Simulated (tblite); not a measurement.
C4H9NOSi2.
Geometry (GFN2-xTB, Å), atoms numbered from 1 in this order:
```
atom  x, y, z in Å
C1     2.874    0.162    0.418
O2     1.499    0.153    0.195
Si3    0.682   -0.579   -1.004
C4    -1.075   -0.063   -0.584
Si5   -1.549    1.498    0.355
C6    -1.571   -0.340    0.859
C7    -2.790   -1.023    0.994
N8    -3.804   -1.554    1.094
H9     3.257   -0.852    0.552
H10    3.067    0.740    1.324
H11    3.399    0.623   -0.422
H12    0.882   -2.033   -0.964
H13    1.083   -0.073   -2.321
H14   -1.785   -0.391   -1.336
H15   -2.831    2.111    0.058
H16   -0.527    2.311    0.984
H17   -0.817   -0.676    1.561
```

All values are computed: GFN2-xTB (tblite) harmonic vibrations without scaling, gas phase. Against measured fundamentals such values can be off by several per cent, at times by over 20. Modes of hydrogen on silicon can be 10 to 20 % off. One conformer, not necessarily the lowest.

Harmonic wavenumbers (cm⁻¹): 31.7, 72.9, 83.8, 103.6, 113.4, 162.3, 189.8, 214.4, 309.4, 398.2, 451.4, 473.7, 492.1, 516.2, 532.8, 592.4, 636.1, 694.5, 724.5, 752.2, 759.4, 815.8, 821.2, 928.2, 937.3, 1045.3, 1111.4, 1134.3, 1138.5, 1144.3, 1159.3, 1285.1, 1419.7, 1482.9, 1490.1, 2202.3, 2241.4, 2363.8, 2370.3, 2384.5, 2950.7, 2963.7, 2988.0, 3017.2, 3025.6.

A = 2562, B = 779.2, C = 704.8 MHz; mass 143.022 u (most abundant isotopes); point group C1, symmetry number 1.

**Question.** Zero-point energy?

**Answer.** Half the sum of the wavenumbers: 25363 cm⁻¹ = 303.41 kJ/mol.

**Question.** Entropy at 273.15 K, 1 bar (ideal gas, RRHO, classical rotation)?

**Answer.** Translation 168.93, rotation 123.65, vibration 137.20: S = 429.8 J/(mol K).

**Question.** And Cp and H(273.15 K) − H(0)?

**Answer.** Cp = 165.54 J/(mol K), of which vibrations give 132.28 (their classical limit is 45 R = 374.2); H(273.15 K) − H(0) = 28.20 kJ/mol without the zero-point energy, 19.12 from vibrations.

**Question.** Blend soft modes into free rotors: weight 1/[1 + (100 cm⁻¹/ν̃)⁴] for the oscillator and the rest for a rotor with moment μB/(μ + B), μ = h/(8π²ν), B = 10⁻⁴⁴ kg m². What vibrational entropy results?

**Answer.** 124.33 J/(mol K) in place of 137.20, which changes −T·S at 273.15 K by +3.52 kJ/mol.

**Question.** How do the functions run with temperature in this model?

**Answer.** 
```csv
T (K),S (J/(mol K)),Cp (J/(mol K)),H − H(0) (kJ/mol),G − H(0) (kJ/mol),ln q(vib)
100,308.2,89.0,6.15,-24.67,2.50
200,383.4,133.5,17.25,-59.42,5.79
300,445.8,176.5,32.80,-100.95,8.91
500,552.2,240.7,75.00,-201.11,14.77
800,679.1,298.5,156.68,-386.61,22.64
1000,748.5,323.4,219.00,-529.54,27.31
```

q(vib) and H(0) count from the zero-point level.

Hindered rotation and anharmonicity are outside this model. Other conformers, if any are populated, would add a mixing term that is left out. The structure is chiral; the term R ln 2 for an equal mix with its mirror image is left out.
